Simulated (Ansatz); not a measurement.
Program: Ansatz. Geometries: PBE0-D4/def2-TZVP. ΔE: electronic, gas phase. CCSD(T)/CBS is the MP2 limit (def2-TZVPP, def2-QZVPP) plus CCSD(T) − MP2 in def2-TZVPP, frozen cores. DFT in def2-TZVPP. For Ge outer-core shells are correlated without core-valence functions, which leaves a few kJ/mol of doubt a bond. Scalar relativity is left out up to krypton. Each species was taken in one conformer, which may not be the lowest.

Consider the ligand exchange at a Ge–C bond: `[CH3][AlH][CH2][GeH3]` + `O[Si](F)(Cl)Cl` → `F[Si](Cl)(Cl)[O][GeH3]` + `[CH3][AlH][CH3]`.

```tsv
species	r2SCAN-D4 energy (Eh)
`[CH3][AlH][CH2][GeH3]`	-2401.00609
`O[Si](F)(Cl)Cl`	-1385.75908
`F[Si](Cl)(Cl)[O][GeH3]`	-3463.97144
`[CH3][AlH][CH3]`	-322.81175
```

(1) Work out ΔE.

Largest T1 diagnostic among the species: 0.011.

Results:

(1) ΔE = (-3463.97144) + (-322.81175) − (-2401.00609) − (-1385.75908) = -0.01802 Eh = -11.3 kcal/mol. CCSD(T)/CBS gives -10.8 kcal/mol.

In def2-TZVPP, CCSD(T) changes the Hartree–Fock value by +4.9 kcal/mol (the triples alone add +0.5 kcal/mol) and MP2 by +5.1 kcal/mol.
